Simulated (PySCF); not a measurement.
C₃H₇NOSi, SMILES C#CCN[SiH2]O.

Geometry: PBE0-D3(BJ)/def2-SVP. This is a generated structure with no PubChem entry under its InChIKey; it may be hypothetical. Other conformers were not sampled.

Two levels are set side by side: TDDFT-PBE/def2-SVPD (PySCF) and TDDFT-PBE0/def2-SVPD (PySCF). Vertical, same geometry. The lowest singlet is HOMO→LUMO 97 % with PBE and HOMO→LUMO 89 % with the other functional; states are paired by order. Differences are taken from unrounded values.

```
quantity                              TDDFT-PBE0
------------------------------------  ----------
lowest singlet excitation (eV)              6.33
lowest triplet excitation (TDA) (eV)        5.21
```

Q: What does TDDFT-PBE give, and how far is it from TDDFT-PBE0? (The exact figures need the calculation; the answer reports its results.)

A: 
| quantity | TDDFT-PBE | TDDFT-PBE minus TDDFT-PBE0 |
|---|---|---|
| lowest singlet excitation (eV) | 5.49 | -0.84 |
| lowest triplet excitation (TDA) (eV) | 5.08 | -0.14 |

A lower first singlet is the usual sign of a functional without exact exchange. Differences between two approximate levels are no errors against the true value.

Rough cost on one machine, each run with all the roots and properties that it gave: TDDFT-PBE0 against TDDFT-PBE about 4 times.
